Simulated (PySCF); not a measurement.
# Reading the logs of faulty runs: AlCGeH6O

These are calculations, not measurements. The program is PySCF 2.14.0, an open-source quantum chemistry code, run on an isolated molecule that a program drew, which may never have been made. The molecule is AlCGeH6O (charge 0, doublet), drawn as the SMILES string `[OH][Al][CH2][GeH3]`.

Each row is a Hartree-Fock (HF) and frozen-core CCSD(T) single point in the cc-pV(D+d)Z basis, meant for a local HF minimum. Run 1 is clean. Each other run has one planted mistake out of seven kinds, and not every kind appears here: one electron removed, one electron added, multiplicity raised by two, geometry at a saddle point, minimal basis STO-3G, one bond length entered in bohr, all coordinates scaled. The reference is restricted for singlets and unrestricted otherwise, and also for a bond in bohr. Adding or removing an electron swaps singlet and doublet. Electrons count all cores. HOMO and LUMO are orbital energies over both spins, the gradient is its largest component, and the lowest frequency (negative if imaginary) is given only where the gradient is small. Bond lengths are over the 9 bonds as drawn. T1 is the CCSD diagnostic: over 0.02 (restricted) or 0.045 (unrestricted) a single reference is doubtful. Germanium has the cc-pVDZ-PP basis, with a core potential (ECP10MDF) in place of its 10 inner electrons, and its 3s, 3p and 3d shells are frozen in CCSD(T).

Geometry of the clean run:
```xyz
10
AlCGeH6O, angstrom
O     1.7362    0.3186    2.6092
Al    0.2338    0.9747    2.1806
C    -0.5662    0.5173    0.4291
Ge   -0.4663   -1.3723   -0.0995
H     2.3024   -0.2769    2.1462
H    -0.0388    1.0981   -0.3406
H    -1.6139    0.8340    0.3963
H    -1.1395   -2.2647    0.9553
H     1.0021   -1.8103   -0.2212
H    -1.1559   -1.6201   -1.4485
```

```
run  electrons  basis functions  <S^2>  HOMO (eV)  LUMO (eV)  gradient (hartree/bohr)  lowest frequency (cm^-1)  mean bond (Å)  longest bond (Å)      T1  HF (hartree)  CCSD(T) (hartree)                          mistake
  1         65              104  0.755      -8.09       1.29                  3.4e-05                        33         1.4872             1.979  0.0147    -651.54866         -652.08731                         no fault
  2         65              104  1.750      -5.81       0.71                  1.4e-02                         -         1.6547             3.202  0.0728    -651.39101         -651.89914  one bond length entered in bohr
  3         65              104  3.762      -4.91      -2.14                  1.1e-01                         -         1.4872             1.979  0.0328    -651.35696         -651.87319       multiplicity raised by two
  4         64              104  0.000     -16.25      -6.48                  4.6e-02                         -         1.4872             1.979  0.0165    -651.27972         -651.81841             one electron removed
  5         65              104  0.756      -8.22       1.13                  1.8e-02                         -         1.5274             2.033  0.0155    -651.54260         -652.08586                                ?
  6         66              104  0.000      -0.28       7.14                  4.1e-02                         -         1.4872             1.979  0.0156    -651.52748         -652.10140                                ?
```

**Which mistake was planted in run 5, and what did it cost?**

The mean and the longest bond both change by the same factor, 1.027, and the gradient is no longer small. So the mistake is: all coordinates scaled. Subtracting run 1 and multiplying by 627.51 kcal/mol a hartree, the energy moved by 3.8 kcal/mol in HF and 0.9 kcal/mol in CCSD(T).

**Which mistake was planted in run 6, and what did it cost?**

It counts 66 electrons, one more than the clean run, at the same geometry and basis. So the mistake is: one electron added. Subtracting run 1 and multiplying by 627.51 kcal/mol a hartree, the energy moved by 13.3 kcal/mol in HF and -8.8 kcal/mol in CCSD(T).

Cautions from the logs. Run 2: T1 is over the limit, so its CCSD(T) energy is less reliable.
